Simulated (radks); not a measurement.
P3.75+, configuration [Ne] 3s(up 1, down 0.25) (fractional occupations, a model configuration). Method: scalar-relativistic Kohn-Sham, PBEsol, spin-polarised, spherical densities, point nucleus; computed with a radial shooting solver on a logarithmic mesh with Libxc functionals. Some entries of the table are withheld. Estimate them.

orbital  occ.  eigenvalue (hartree)  <1/r> (bohr^-1)  r(max) (bohr)
1s up       1             -78.42305            14.63        0.06772
1s down     1             -78.41639            14.63        0.06772
2s up       1              -8.27531            2.829         0.4186
2s down     1              -8.26594            2.830         0.4186
2p up       3                   (1)            2.722         0.3530
2p down     3                   (2)            2.724         0.3530
3s up       1              -2.05675              (3)          1.443
3s down  0.25              -1.98346              (4)          1.435

Answer. 
(1) 2p up eigenvalue (hartree): -6.47212
(2) 2p down eigenvalue (hartree): -6.46265
(3) 3s up <1/r> (bohr^-1): 0.8570
(4) 3s down <1/r> (bohr^-1): 0.8573
